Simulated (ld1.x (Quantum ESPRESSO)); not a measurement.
# Which change was made? (I, TM)

* Element: I
* Generator: ld1.x (Quantum ESPRESSO) 7.5
* Type: norm-conserving Troullier–Martins (Kleinman–Bylander form)
* Functional: PBE
* Relativity: scalar-relativistic
* Frozen core: [Kr] 4d10
* Valence charge: 7
* Reference configuration: 5s2 5p2 (charge +3)
* Partial waves: 5s (bound): rc 1.30 bohr; 5p (bound): rc 1.75 bohr
* Local potential: all-electron potential smoothed inside 1.00 bohr (lloc = -2)
* Core correction: a·sin(br)/r model core inside 0.70 bohr

Cutoffs, loose and tight: the cutoffs (Ry, on a coarse ladder) from which the occupation-weighted sum of valence levels, in a spherical-Bessel basis at the reference potential, stays within 10 and 1 mRy of its value at 400 Ry. They do not see the model core or the augmentation charge, which bear on the density cutoff. Test errors are all-electron minus pseudo excitation energies from the reference, over the configurations 5s2 5p5; 5s2 5p4; 5s2 5p3; 5s2 5p1; 5s1 5p5; 5s2 5p5.3; 5s1 5p6; variants that change the core or the reference have their own tests. The largest error is taken over the tests solved by every variant that gives reliable tests at all, those not shown here included: 5s1 5p5; 5s1 5p6; 5s2 5p1; 5s2 5p3; 5s2 5p4.

The base gives: outcome: generated; cutoff, loose: 110 Ry; cutoff, tight: 230 Ry; bound ghosts: s, d, p; largest test error (meV): -194.

Problem. After one change the result is: outcome: generated; cutoff, loose: 120 Ry; cutoff, tight: 230 Ry; bound ghosts: s, d; largest test error (meV): -40. Which change was it?
A. local potential all-electron potential smoothed inside 1.62 bohr (lloc = -2)
B. local potential all-electron potential smoothed inside 0.74 bohr (lloc = -2)
C. local potential all-electron potential smoothed inside 1.96 bohr (lloc = -2)
D. local potential all-electron potential smoothed inside 1.22 bohr (lloc = -2)

Solution. D. The others give: local potential all-electron potential smoothed inside 1.62 bohr (lloc = -2) → outcome: generated; cutoff, loose: 120 Ry; cutoff, tight: 230 Ry; bound ghosts: none; largest test error (meV): +29 | local potential all-electron potential smoothed inside 0.74 bohr (lloc = -2) → outcome: generated; cutoff, loose: 110 Ry; cutoff, tight: 230 Ry; bound ghosts: s, p, d; largest test error (meV): -26 | local potential all-electron potential smoothed inside 1.96 bohr (lloc = -2) → outcome: generated; cutoff, loose: 120 Ry; cutoff, tight: 230 Ry; bound ghosts: none; largest test error (meV): -22.
